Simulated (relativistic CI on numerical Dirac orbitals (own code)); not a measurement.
# Ni V: calculation against measurement

Calculated at this level of theory: Dirac-Coulomb-Breit CI, KLI orbitals optimised for each configuration, model QED, valence Slater integrals scaled by 0.85, P86 correlation energy added to each configuration (own radial code, finite nucleus).

Configurations in the expansion (outside the closed core [Ne]): 3s2 3p6 3d6, 3s2 3p6 3d5 4s, 3s2 3p6 3d5 4p, 3s2 3p5 3d7, 3s2 3p6 3d5 4d, 3s2 3p6 3d5 5s, 3s2 3p6 3d5 5p, 3s2 3p6 3d5 4f, 3s2 3p6 3d5 5d, 3s2 3p6 3d5 6s, 3s2 3p6 3d5 6p, 3s2 3p6 3d4 4s 4p, 3s2 3p6 3d5 5f, 3s2 3p6 3d5 5g, 3s2 3p6 3d5 6d, 3s 3p6 3d7, 3s2 3p6 3d4 4p 4d, 3s2 3p6 3d4 4s2, 3s2 3p6 3d3 4s2 4p, 3s2 3p6 3d3 4s2 4d, 3s2 3p6 3d3 4s2 5s, 3s2 3p6 3d3 4s2 5p, 3s2 3p6 3d4 4p2, 3s2 3p6 3d3 4s 4p2, 3s2 3p6 3d3 4p3, 3s2 3p6 3d3 4p2 4d, 3s2 3p6 3d3 4p2 5s, 3s2 3p6 3d3 4p2 5p. Double excitations out of closed p, d and f shells are left out; levels of such configurations are missing from the list, as are those of other unlisted configurations, and high levels can miss mixing partners.

| Configuration | Term (tabulated) | J | Measured (cm⁻¹) | Computed | Error | Purity (%) |
| --- | --- | --- | --- | --- | --- | --- |
| 3s2 3p6 3d6 | 5D | 4 | 0.0 | 0 | 0 | 100 |
| 3s2 3p6 3d6 | 5D | 3 | 889.7 | 865 | -25 | 100 |
| 3s2 3p6 3d6 | 5D | 2 | 1489.9 | 1449 | -40 | 100 |
| 3s2 3p6 3d6 | 5D | 1 | 1871.5 | 1822 | -50 | 99 |
| 3s2 3p6 3d6 | 5D | 0 | 2057.6 | 2003 | -55 | 99 |
| 3s2 3p6 3d6 | 3P2 | 2 | 26153.0 | 25733 | -420 | 99 |
| 3s2 3p6 3d6 | 3H | 6 | 27111.2 | 25068 | -2043 | 99 |
| 3s2 3p6 3d6 | 3H | 5 | 27578.2 | 25540 | -2039 | 97 |
| 3s2 3p6 3d6 | 3H | 4 | 27858.8 | 25859 | -2000 | 95 |
| 3s2 3p6 3d6 | 3P2 | 1 | 28697.6 | 28197 | -501 | 99 |
| 3s2 3p6 3d6 | 3F2 | 4 | 29123.7 | 27972 | -1152 | 91 |
| 3s2 3p6 3d6 | 3F2 | 3 | 29570.8 | 28447 | -1124 | 95 |
| 3s2 3p6 3d6 | 3P2 | 0 | 29640.0 | 29118 | -522 | 98 |
| 3s2 3p6 3d6 | 3F2 | 2 | 29899.2 | 28775 | -1124 | 99 |
| 3s2 3p6 3d6 | 3G | 5 | 33256.5 | 31530 | -1727 | 97 |
| 3s2 3p6 3d6 | 3G | 4 | 34061.7 | 32345 | -1717 | 93 |
| 3s2 3p6 3d6 | 3G | 3 | 34416.4 | 32695 | -1721 | 95 |
| 3s2 3p6 3d6 | 1I | 6 | 41252.2 | 38154 | -3099 | 99 |
| 3s2 3p6 3d6 | 3D | 2 | 41626.9 | 40353 | -1274 | 97 |
| 3s2 3p6 3d6 | 3D | 1 | 41701.1 | 40423 | -1278 | 99 |
| 3s2 3p6 3d6 | 3D | 3 | 41920.2 | 40629 | -1292 | 99 |
| 3s2 3p6 3d6 | 1G2 | 4 | 42208.1 | 40410 | -1798 | 98 |
| 3s2 3p6 3d6 | 1S2 | 0 | 47699.7 | 46926 | -773 | 98 |
| 3s2 3p6 3d6 | 1D2 | 2 | 48607.0 | 47115 | -1492 | 97 |
| 3s2 3p6 3d6 | 1F | 3 | 57924.1 | 55800 | -2124 | 98 |
| 3s2 3p6 3d6 | 3P1 | 0 | 66737.8 | 65408 | -1330 | 99 |
| 3s2 3p6 3d6 | 3P1 | 1 | 67547.9 | 66187 | -1361 | 100 |
| 3s2 3p6 3d6 | 3F1 | 2 | 68632.1 | 66955 | -1677 | 100 |
| 3s2 3p6 3d6 | 3F1 | 4 | 68718.7 | 67010 | -1708 | 99 |
| 3s2 3p6 3d6 | 3F1 | 3 | 68854.7 | 67151 | -1703 | 98 |
| 3s2 3p6 3d6 | 3P1 | 2 | 69156.1 | 67738 | -1418 | 99 |
| 3s2 3p6 3d6 | 1G1 | 4 | 77899.5 | 75335 | -2565 | 99 |
| 3s2 3p6 3d6 | 1D1 | 2 | 104420.5 | 101904 | -2517 | 100 |
| 3s2 3p6 3d5 4s | 7S | 3 | 164525.9 | 168592 | 4066 | 100 |
| 3s2 3p6 3d5 4s | 5S | 2 | 178019.8 | 181629 | 3609 | 100 |
| 3s2 3p6 3d5 4s | 5G | 6 | 208046.4 | 209434 | 1388 | 100 |
| 3s2 3p6 3d5 4s | 5G | 5 | 208131.0 | 209519 | 1388 | 100 |
| 3s2 3p6 3d5 4s | 5G | 2 | 208151.5 | 209545 | 1394 | 99 |
| 3s2 3p6 3d5 4s | 5G | 4 | 208163.7 | 209553 | 1389 | 100 |
| 3s2 3p6 3d5 4s | 5G | 3 | 208164.6 | 209556 | 1392 | 99 |
| 3s2 3p6 3d5 4s | 5P | 3 | 212095.8 | 215218 | 3123 | 88 |
| 3s2 3p6 3d5 4s | 5P | 2 | 212253.4 | 215376 | 3123 | 90 |
| 3s2 3p6 3d5 4s | 5P | 1 | 212455.7 | 215594 | 3139 | 95 |
| 3s2 3p6 3d5 4s | 5D | 4 | 216189.9 | 218869 | 2680 | 98 |
| 3s2 3p6 3d5 4s | 5D | 0 | 216305.7 | 218983 | 2678 | 98 |
| 3s2 3p6 3d5 4s | 5D | 1 | 216434.7 | 219126 | 2691 | 94 |
| 3s2 3p6 3d5 4s | 5D | 2 | 216590.5 | 219293 | 2702 | 89 |
| 3s2 3p6 3d5 4s | 5D | 3 | 216596.0 | 219297 | 2701 | 89 |
| 3s2 3p6 3d5 4s | 3G | 5 | 217048.7 | 218150 | 1101 | 99 |
| 3s2 3p6 3d5 4s | 3G | 3 | 217101.0 | 218206 | 1105 | 99 |
| 3s2 3p6 3d5 4s | 3G | 4 | 217129.1 | 218218 | 1089 | 98 |
| 3s2 3p6 3d5 4s | 3P | 2 | 221087.6 | 223912 | 2824 | 87 |
| 3s2 3p6 3d5 4s | 3P | 1 | 221429.0 | 224260 | 2831 | 91 |
| 3s2 3p6 3d5 4s | 3D | 3 | 225200.7 | 227569 | 2369 | 99 |
| 3s2 3p6 3d5 4s | 3D | 1 | 225545.1 | 227942 | 2397 | 92 |
| 3s2 3p6 3d5 4s | 3D | 2 | 225616.5 | 228021 | 2405 | 88 |
| 3s2 3p6 3d5 4s | 3I | 6 | 229408.8 | 228205 | -1204 | 99 |
| 3s2 3p6 3d5 4s | 3I | 5 | 229413.0 | 228214 | -1199 | 99 |
| 3s2 3p6 3d5 4s | 3I | 7 | 229440.6 | 228225 | -1216 | 100 |
| 3s2 3p6 3d5 4s | 3D † | 3 | 232545.9 | 234757 | 2211 | 60 |
| 3s2 3p6 3d5 4s | 3D † | 1 | 232910.8 | 237060 | 4149 | 56 |
| 3s2 3p6 3d5 4s | 1I | 6 | 233839.2 | 232513 | -1326 | 98 |
| 3s2 3p6 3d5 4s | 5F | 5 | 234082.1 | 235596 | 1514 | 97 |
| 3s2 3p6 3d5 4s | 5F | 4 | 234125.4 | 235695 | 1570 | 96 |
| 3s2 3p6 3d5 4s | 5F | 3 | 234275.2 | 235907 | 1632 | 82 |
| 3s2 3p6 3d5 4s | 5F † | 2 | 234412.7 | 236115 | 1702 | 61 |
| 3s2 3p6 3d5 4s | 5F † | 1 | 235116.5 | 234965 | -152 | 56 |
| 3s2 3p6 3d5 4s | 3F | 4 | 235420.6 | 237252 | 1832 | 97 |

Measured levels from Corliss and Sugar, J. Phys. Chem. Ref. Data 10, 197 (1981); pairs were made by configuration, J and term (by order where the table uses no LS term), so strongly mixed levels may be paired wrongly.

Mean error by configuration (cm⁻¹): 3s2 3p6 3d6 -1365; 3s2 3p6 3d5 4s 1780. Over the excited levels the mean absolute error is 1726 cm⁻¹ (67 of the 69 excited levels that our extract of the source holds in range could be paired, and the others can miss by more), and the median relative error of those above 1,000 cm⁻¹ is 1.7 %. † marks terms whose computed intervals miss the measured ones by more than a factor of 2.5, or configurations far off the rest, from wrong mixing, a near crossing or a doubtful label or measurement; they are left out of the means.
